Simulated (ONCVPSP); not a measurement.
What one change does to a pseudopotential (Ce, ONCV)

cerium, optimised norm-conserving Vanderbilt (ONCV), made with ONCVPSP 4.0.1 (revPBE, scalar-relativistic). Core [Kr] 4d10, reference 4f1 5s2 5p6 5d1 6s1 (charge +1). Waves: 5s+6s: rc 2.25 bohr, ncon 4, nbas 9, qcut 5.1 1/bohr, 2 projectors; 5p: rc 2.70 bohr, ncon 4, nbas 8, qcut 4.1 1/bohr, 3 projectors, debl 3.8 Ha; 5d: rc 3.25 bohr, ncon 3, nbas 8, qcut 3.8 1/bohr, 2 projectors, debl 0.6 Ha; 4f: rc 0.85 bohr, ncon 3, nbas 8, qcut 14.7 1/bohr, 1 projector. Local part: polynomial inside 0.80 bohr (lpopt 4, dvloc0 3 Ha). Core correction: polynomial model core, fcfact 0.4.

All-electron outer shells of the reference configuration (revPBE, scalar-relativistic, ld1.x):

```
shell  level (eV)  outermost node (bohr)  outermost maximum (bohr)
   4d     -116.38                   0.31                      0.66
   5s      -46.46                   0.75                      1.37
   5p      -29.09                   0.81                      1.55
   4f      -11.23                      –                      0.71
   5d       -8.50                   0.92                      2.12
   6s       -8.38                   1.81                      3.54
```

Change: reference 4f1 5s2 5p6; waves 5s: rc 2.25 bohr, ncon 4, nbas 9, qcut 5.1 1/bohr, 2 projectors, debl 1.6 Ha; d scattering state at 0.43 Ha: rc 3.25 bohr, ncon 3, nbas 8, qcut 3.8 1/bohr, 2 projectors, debl 0.6 Ha. In the s channel the program set the typed energies aside and used -2.338, 0.050 Ha. In the p channel the program set the typed energies aside and used -1.687, 0.050, 3.850 Ha. In the d channel the program set the typed energies aside and used -0.868, 0.250 Ha.

Cutoffs: the cutoffs (Ha) at which the residual kinetic energy of the hardest occupied pseudo-wave falls to 1 and 0.1 mHa per electron; they do not see the model core or the augmentation charge, which bear on the density cutoff. Errors are all-electron minus pseudo energies relative to the spin-unpolarised reference configuration.

Task: What does the change do?

Result: The potential gets neither clearly harder nor softer (141 Ha and 485 Ha → 143 Ha and 489 Ha); both files keep a bound ghost (d, s); the number of tests with a reliable result goes from 4 to 3; the range in which the p phases agree narrows (upper end 4.2 → 2.2).

```tsv
quantity	base	changed
cutoff, loose	141 Ha	143 Ha
cutoff, tight	485 Ha	489 Ha
bound ghosts	s, d	s, d
GHOST(+) flags under 300 eV	p at 121.0 eV	p at 61.5 eV
tests counted as reliable (solved cleanly; for ONCVPSP, near-neutral configurations with less than one 5d electron left out)	4 of 4	3 of 4
s: phases at 2.28 bohr within 0.05 rad from the reference energy up to (Ha; the scan ends near 5)	4.6	4.3
p: phases at 2.74 bohr within 0.05 rad from the reference energy up to (Ha; the scan ends near 5)	4.2	2.2
d: phases at 3.30 bohr within 0.05 rad from the reference energy up to (Ha; the scan ends near 5)	3.0	2.4
f: phases at 0.86 bohr within 0.05 rad from the reference energy up to (Ha; the scan ends near 5)	to the end of the scan	to the end of the scan
rms error of d²Exc/dni dnj with the model core, mHa	1.72	3.00
```

 A true bound ghost makes a file unfit for plane-wave use even where its test errors are small: the radial tests pick states by their node count and pass the ghost by.
